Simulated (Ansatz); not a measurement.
Scan of the Si2–Cl4 bond length

SiCl₂F (SMILES F[Si-](Cl)Cl) (charge -1), closed shell, at its PBE0-D4/def2-TZVPD minimum:

```
atom    x (Å)    y (Å)    z (Å)
  F1   1.1822  -0.3273   0.9385
 Si2   0.1825  -0.6767  -0.3276
 Cl3  -1.7268  -0.2839   0.7361
 Cl4   0.3621   1.2878  -1.3471
```

The bond length Si2–Cl4 (2.221 Å at the minimum) is set to the values below, the two halves moving rigidly along the bond. Each method's energies count from its own value at the PBE0-D4 minimum structure. Computed with Ansatz 0.2.0 (basis: def2-TZVPPD); correlated methods freeze the cores.

CCSD(T) energies along the scan:
| bond length (Å) | CCSD(T) (kJ/mol) |
| --- | --- |
| 1.821 | 131.1 |
| 1.915 | 64.3 |
| 2.052 | 15.5 |
| 2.212 | 0.1 |
| 2.389 | 8.3 |
| 2.580 | 29.2 |
| 2.783 | 55.0 |
| 2.997 | 81.0 |
| 3.220 | 104.5 |
They count from the CCSD(T) energy at the PBE0-D4 minimum.

Minimum and curvature along this coordinate at CCSD(T): A fifth-order fit through the nearest points gives 2.223 Å, with a curvature of about 8 eV/Å².

Treat the two halves as rigid bodies and work out the harmonic wavenumber of this stretch from that curvature (ν̃ = 521.5 √(k/μ) cm⁻¹ with k in eV/Å² and μ in u).

The halves weigh 82.54 and 35.45 u, so μ = 82.54 × 35.45/117.99 = 24.799 u and ν̃ = 521.5 √(8/24.799) ≈ 300 cm⁻¹. A true normal mode mixes in other motions, so this is a guide only.

Largest difference from the CCSD(T) curve over the scan: PBE-D4 13.2; PBE0-D4 5.8; wB97M-V 4.2 kJ/mol. Each curve counts from its own value at the minimum.

No T1 diagnostic of these runs exceeds 0.014.

For scale, one of the runs: CCSD(T)/def2-TZVPPD, 190 basis functions (an equivalent command: `ansatz run in.yaml --threads 2`). The run took 26 s on 2 CPU threads (shared host), with 2.1 GiB of host memory at its peak.
